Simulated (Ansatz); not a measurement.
Mulliken charges of C3H5ClSi (`C#C[SiH2]CCl`) from r2SCAN/def2-TZVPP in Ansatz (PBE0-D4/def2-TZVP geometry).

```
atom   x (Å)   y (Å)   z (Å)  charge (e)
  C1  -2.237  -0.132   1.315      -0.081
  C2  -1.188  -0.403   0.786      -0.327
 Si3   0.403  -0.797  -0.007       0.400
  C4   1.172   0.770  -0.707      -0.115
 Cl5   0.145   1.441  -2.001      -0.164
  H6  -3.167   0.107   1.778       0.220
  H7   1.325  -1.361   1.013      -0.071
  H8   0.191  -1.778  -1.097      -0.055
  H9   1.283   1.537   0.060       0.098
 H10   2.154   0.566  -1.136       0.096
```

Question: By hand: the dipole of these point charges (1 e Å = 4.8032 D).

Answer: Σ q r = (0.104, -0.078, 0.320) e Å, of length 0.345 e Å = 1.66 D.

Question: How does the dipole of the full density compare? (Estimate.)

Answer: The calculation gave: (0.129, -0.038, 0.274) e Å, 1.47 D; the point charges give 1.13 times that, at 9° from its direction.

Point charges leave out the atoms' own dipoles, such as those of lone pairs, and Mulliken's split depends on the basis, so the close match here is no proof of good charges.
